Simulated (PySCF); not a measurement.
Compound: C₆H₁₃N₃Si.
SMILES with atom numbers: `[CH3:1][CH2:2][c:3]1[cH:4][n:5][n:6]([SiH:7]([CH3:8])[CH3:9])[n:10]1`

Geometry (GFN2-xTB, Å), atoms numbered from 1 in this order:
```xyz
23
C6H13N3Si angstrom
C     -3.5615   -0.5400    0.6767
C     -2.5782    0.5495    1.1072
C     -1.4170    0.6018    0.1794
C     -1.3307    1.1637   -1.1098
N     -0.1205    0.9364   -1.5792
N      0.5040    0.2641   -0.6276
Si     2.1938   -0.2553   -0.7451
C      3.2649    1.0766    0.0830
C      2.2853   -1.9076    0.1787
N     -0.2451    0.0483    0.4419
H     -3.0703   -1.5105    0.6799
H     -4.4084   -0.5761    1.3580
H     -3.9303   -0.3447   -0.3282
H     -3.0829    1.5188    1.1110
H     -2.2123    0.3387    2.1131
H     -2.0677    1.6968   -1.6744
H      2.4165   -0.3493   -2.1891
H      3.1654    2.0316   -0.4252
H      2.9744    1.2234    1.1204
H      4.3154    0.8034    0.0696
H      3.3071   -2.2675    0.2458
H      1.6963   -2.6727   -0.3184
H      1.8970   -1.8025    1.1882
```

NICS is the negative of the GIAO shielding at a point without a nucleus: at the ring centre (0) and 1 Å above and below it (1); zz is the component along the ring normal. Level: GIAO PBE0/pcSseg-1 (PySCF, non-relativistic, gas phase) on the GFN2-xTB geometry, one conformer.

Ring bond lengths (Å), with Mayer bond orders in brackets: C3–C4 1.409 (1.28), C4–N5 1.318 (1.54), N5–N6 1.322 (1.21), N6–N10 1.323 (1.20), N10–C3 1.322 (1.49).

Problem. What do the NICS probes read (ppm)?

Solution. 
```
           ring                                                 type  NICS(0)  NICS(1), two faces  NICS(1)zz, two faces  rms pucker (Å)  centre to ring atoms, mean (Å)
C3–C4–N5–N6–N10  5-membered ring with 3 N; formal bonds all aromatic    -12.6       -13.4 / -13.4         -33.1 / -33.3            0.00                            1.14
```

Problem. What do they say, and how far can they be read as aromaticity?

Solution. 
- C3–C4–N5–N6–N10: mean NICS(1)zz -33.2 ppm, shielded. For a flat ring without four-coordinate atoms the NICS criterion counts such a value as aromatic.

Problem. What does the geometric index give? HOMA = 1 − mean of α(R − Ropt)² over the ring bonds, with Krygowski's 1993 parameters (CC: Ropt 1.388 Å, α 257.7 Å⁻²; CN: Ropt 1.334 Å, α 93.52 Å⁻²; NN: Ropt 1.309 Å, α 130.33 Å⁻²).

Solution. 
- C3–C4–N5–N6–N10: HOMA 0.96; the largest term is that of C3–C4, α(R − Ropt)² = 0.11. The geometric and the magnetic index point the same way.

Problem. How shielded are the nuclei of the rings and their hydrogens (means over atoms taken as equivalent)?

Solution. 
| atoms | environment | σ isotropic (ppm) |
| --- | --- | --- |
| C3 | substituted aromatic carbon | 29.0 |
| C4 | aromatic CH next to a ring nitrogen | 47.1 |
| N5 | pyridine-type nitrogen | -117.3 |
| N6 | pyrrole-type nitrogen | -13.1 |
| N10 | pyridine-type nitrogen | -99.8 |
| H16 | aromatic hydrogen | 23.99 |
